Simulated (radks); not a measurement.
Values are calculated unless marked as measured or tabulated.
The gallium ion Ga14+, configuration [Ne] 3s2 3p(1/2: 1, 3/2: 4).

Level of theory: Dirac Kohn-Sham, PBE, spin-unpolarised, spherical densities, finite nucleus; Fermi nuclear charge, rms radius 3.9973 fm (a radial shooting solver on a logarithmic mesh with Libxc functionals).

Energy parts (eV):
part                       energy
total                  -50375.149
kinetic                 51444.046
electron-nucleus      -113188.868
Hartree                 13017.910
exchange-correlation    -1648.237

Orbitals (lengths in bohr, moments of r in powers of bohr; <r^-3> diverges for s and p1/2; r(max) is where P^2 peaks):
orbital  occ.  eigenvalue (eV)  <r^-3>      <r>   r(max)
1s1/2       2        -10697.37       -  0.04861  0.03179
2s1/2       2        -1733.551       -   0.2163   0.1822
2p1/2       2        -1590.252       -   0.1872   0.1443
2p3/2       4        -1562.409   866.8   0.1906   0.1472
3s1/2       2        -544.3912       -   0.5719   0.5270
3p1/2       1        -497.0755       -   0.5633   0.5127
3p3/2       4        -491.7267   167.8   0.5693   0.5186

The highest occupied level is 3p3/2 at -491.73 eV. For comparison, the ionisation energy in NIST's Atomic Spectra Database is 508.8 eV (semi-empirical). In exact Kohn-Sham theory the highest level is minus the ionisation energy, but local and semilocal functionals leave it too shallow, through self-interaction and a potential that decays too fast; potentials with the right tail come closer. The density falls to 0.001 e/bohr^3 at r = 1.50 bohr. The electron density at the nucleus is 2.837e+04 e/bohr^3. Summed over all electrons, <r^2> = 2.985 bohr^2, which gives a Langevin (diamagnetic) susceptibility term of -2.36 x 10^-6 cm^3/mol.

Beside tabulated values, note that spin-unpolarised runs miss the spin-polarisation part of the exchange energy of open shells.
